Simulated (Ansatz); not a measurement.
PBE exchange is replaced step by step with exact exchange (0 % is PBE, 25 % PBE0; no dispersion term), basis def2-TZVP, Ansatz. System: Bi₃⁺ (the lowest singlet isomer of a short search). Total charge 1; singlet. Geometry: B3LYP-D4/def2-SVP, each spin state at its own.

Left out: 35, 50 %, where a state is spin-contaminated, unstable or flagged.

Geometry of the singlet:

```xyz
3

Bi    1.4311    0.3753    0.8072
Bi   -0.3783   -1.6064   -0.3417
Bi   -1.0528    1.2311   -0.4654
```

In the def2 sets Bi takes a core potential; there is no spin–orbit coupling. At PBE with 10 % exact exchange/def2-TZVP, PBE with 15 % exact exchange/def2-TZVP, PBE0-D4/def2-TZVP the charge 1 triplet is spin-contaminated (final ⟨S²⟩ up to 2.28, 2.00 for a pure state). The structure comes from a short search, and lower isomers may exist.

| exact exchange (%) | HOMO (eV) | LUMO (eV) | gap (eV) | triplet − singlet (kJ/mol) | quintet − singlet (kJ/mol) |
| --- | --- | --- | --- | --- | --- |
| 0 | -10.28 | -8.48 | 1.80 | 116.9 | 241.5 |
| 10 | -10.61 | -8.22 | 2.38 | 114.6 | 231.6 |
| 15 | -10.77 | -8.09 | 2.68 | 112.8 | 226.5 |
| 25 | -11.11 | -7.84 | 3.27 | 108.1 | 216.2 |

Problem. Fit a straight line to the column «quintet − singlet (kJ/mol)» against the share of exact exchange and predict its value at 5 %.

Solution. With x = exact exchange (%) and y = quintet − singlet (kJ/mol): mean x = 12.5, mean y = 228.9; Σ(x − x̄)(y − ȳ) = -329, Σ(x − x̄)² = 325; slope b = -1.012, intercept a = ȳ − b·x̄ = 241.6. The residuals of the fitted rows reach 0.1. At x = 5 the line gives 241.6 + (-1.012 × 5) = 236.5; the run gave 236.5, the same within rounding.
